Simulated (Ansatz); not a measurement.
Input file for Ansatz (a program for electronic structure): R-B3LYP-D3(BJ)/def2-TZVP on Si2H6 (SMILES [SiH3][SiH3]).

Ansatz 0.2 input:
```yaml
crystal:
  periodic: [false, false, false]
  atoms:
    - {symbol: Si, position_ang: [-1.14490000, 0.11640000, -0.01720000]}
    - {symbol: Si, position_ang: [1.14490000, -0.11640000, 0.01720000]}
    - {symbol: H, position_ang: [-1.75630000, -0.81280000, -1.00660000]}
    - {symbol: H, position_ang: [-1.52990000, 1.50570000, -0.38830000]}
    - {symbol: H, position_ang: [-1.72720000, -0.18330000, 1.31970000]}
    - {symbol: H, position_ang: [1.52990000, -1.50560000, 0.38830000]}
    - {symbol: H, position_ang: [1.75630000, 0.81280000, 1.00660000]}
    - {symbol: H, position_ang: [1.72720000, 0.18330000, -1.31970000]}
basis:
  gaussian:
    orbitals: def2-TZVP
hamiltonian:
  xc: b3lyp
  dispersion: d3bj
relax: {f_tol: 0.004, max_steps: 120}
scf: {lower_state_search: off}
```

Task: Give the final energy of this run.

Result: -582.6519 hartree.

Task: How many basis functions does it have, and what does it roughly cost on one machine?

Result: 110 functions; roughly 5 core-seconds.
